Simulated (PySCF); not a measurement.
CH6O2Si2, SMILES O[Si@H]1OC[SiH2]1. Heavy atoms are numbered as in [OH:1][Si@H:2]1[O:3][CH2:4][SiH2:5]1. Hydrogens are named by the atom that carries them.

Geometry: ωB97X-D3(BJ)/def2-SVP. The structure was generated by enumeration; whether it is a known compound was not checked. The values are those of a single conformer.

These are PySCF with PBE/def2-TZVP values and carry that method's errors.

Atomic charges (e), one atom of each kind:

```
atom        Mulliken  Löwdin    IAO
----------  --------  ------  -----
O1 (OH)        -0.46   -0.10  -0.76
Si2 (SiH)       0.42   -0.03   1.04
O3             -0.29    0.07  -0.64
C4 (CH2)       -0.12   -0.44  -0.32
Si5 (SiH2)     -0.02    0.17   0.31
H on O1         0.31    0.17   0.37
H on Si2       -0.03   -0.03  -0.13
H on C4         0.11    0.12   0.15
H on Si5       -0.01   -0.03  -0.08
```

Computed Mayer and Wiberg (Löwdin basis) orders of the bonds:
| bond | Mayer | Wiberg |
|---|---|---|
| O1–Si2 | 1.25 | 1.72 |
| Si2–O3 | 1.15 | 1.48 |
| O3–C4 | 0.98 | 1.44 |
| Si2–Si5 | 0.92 | 1.03 |
| C4–Si5 | 0.96 | 1.14 |
